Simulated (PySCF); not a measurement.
**Vibration and rotation of ZnGa**

r²SCAN constants of ZnGa, ²Π (doublet), unpaired electrons π ↑ (basis Zn pcseg-1, Ga pcseg-1; no relativity; PySCF 2.14; masses 63.9291 and 68.9256 u):

| Property | Result |
| --- | --- |
| ωe | 148.3 cm⁻¹ |
| ωexe | 1.3 cm⁻¹ |
| Be | 0.075293 cm⁻¹ |
| αe | 0.000712 cm⁻¹ |
| De to Zn + Ga | 0.475 eV |

(1) What force constant and bond length do these constants imply?

(2) Estimate the centrifugal constant D from the Kratzer relation and find the Dunham coefficient a1.

Spin–orbit coupling is left out. The state was picked by a PBE0 search and need not be the measured ground state.

## Answers

(1) Reduced mass μred = 33.167 u; k = 5.8918×10⁻⁷·μred·ωe² (u, cm⁻¹, mdyn/Å) = 0.430 mdyn/Å; Re = √(16.8576/(μred·Be)) (u, cm⁻¹, Å) = 2.598 Å.

(2) D = 4Be³/ωe² = 7.76e-08 cm⁻¹; a1 = −1 − αeωe/(6Be²) = -4.10.
